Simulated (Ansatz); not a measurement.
`O[SiH2][SnH2][SiH3]` + `CC([SiH3])BCl` → `[SiH3]C([SiH3])BCl` + `[CH3][SnH2][SiH2]O`  (redistribution)

Computed with Ansatz on PBE0-D4/def2-TZVP structures; ΔE is electronic, products minus reactants. CCSD(T)/CBS adds triple-zeta CCSD(T) − MP2 to the extrapolated MP2 energy (def2 sets, frozen cores). DFT in def2-TZVPP. Elements past krypton have def2 core potentials. For Sn outer-core shells are correlated without core-valence functions, which leaves a few kJ/mol of doubt a bond. One conformer a species, not always the lowest.

`O[SiH2][SnH2][SiH3]`:

Z-matrix (Å, degrees):
```
Si
Sn 1 2.575
O 1 1.654 2 111.8
H 1 1.484 2 110.2 3 -116.8
H 1 1.492 2 109.5 3 123.8
Si 2 2.563 1 112.1 3 61.2
H 2 1.715 1 109.3 3 -59.5
H 2 1.712 1 110.3 3 -176.5
H 3 0.958 1 117.6 2 61.0
H 6 1.487 2 109.9 1 58.8
H 6 1.487 2 111.2 1 179.1
H 6 1.487 2 109.8 1 -60.6
```

`CC([SiH3])BCl`:

Cartesian coordinates in Å:
```
C 1.173 -0.760 -0.668
C 0.035 0.245 -0.456
Si -1.329 -0.572 0.588
B 0.418 1.522 0.307
Cl -0.497 3.008 0.113
H 1.665 -1.003 0.277
H 0.815 -1.696 -1.104
H 1.936 -0.355 -1.337
H -0.481 0.485 -1.394
H -1.681 -1.864 -0.060
H -0.830 -0.853 1.960
H -2.534 0.289 0.673
H 1.311 1.555 1.101
```

`[SiH3]C([SiH3])BCl`:

```xyz
13

Si   -1.238   -1.136   -0.013
C    -0.273    0.484   -0.022
Si    1.284    0.237   -1.057
B     0.118    0.858    1.412
Cl   -0.397    2.366    2.142
H    -0.402   -2.218    0.566
H    -2.479   -0.998    0.794
H    -1.610   -1.498   -1.406
H    -0.889    1.252   -0.502
H     0.901   -0.119   -2.448
H     2.093    1.483   -1.086
H     2.104   -0.859   -0.480
H     0.789    0.147    2.100
```

`[CH3][SnH2][SiH2]O`:

Z-matrix (Å, degrees):
```
C
Sn 1 2.146
H 1 1.090 2 109.8
H 1 1.090 2 109.9 3 119.9
H 1 1.090 2 109.9 3 -120.0
Si 2 2.575 1 111.8 3 -62.5
H 2 1.718 1 108.4 3 176.6
H 2 1.714 1 108.9 3 60.4
O 6 1.656 2 111.9 1 -66.5
H 6 1.485 2 110.5 1 50.2
H 6 1.492 2 109.7 1 169.6
H 9 0.958 6 117.3 2 -60.0
```

Q: Is it downhill or uphill in electronic energy at CCSD(T)/CBS, and by how much? (An estimate is asked.)

A: The calculation gave: Downhill: ΔE = -19.6 kJ/mol.

Q: What do these levels give: PBE, r2SCAN, HF/def2-TZVPP, SCS-MP2/def2-TZVPP, CCSD/def2-TZVPP, HF/def2-QZVPP? (Best estimate.)

A: Computed: PBE -6.1, r2SCAN -13.7, HF/def2-TZVPP -16.0, SCS-MP2/def2-TZVPP -24.4, CCSD/def2-TZVPP -19.4, HF/def2-QZVPP -16.8 kJ/mol.

Largest T1 diagnostic among the species: 0.013.

In def2-TZVPP, CCSD(T) changes the Hartree–Fock value by −4.5 kJ/mol (the triples alone add −1.0 kJ/mol) and MP2 by −9.4 kJ/mol.
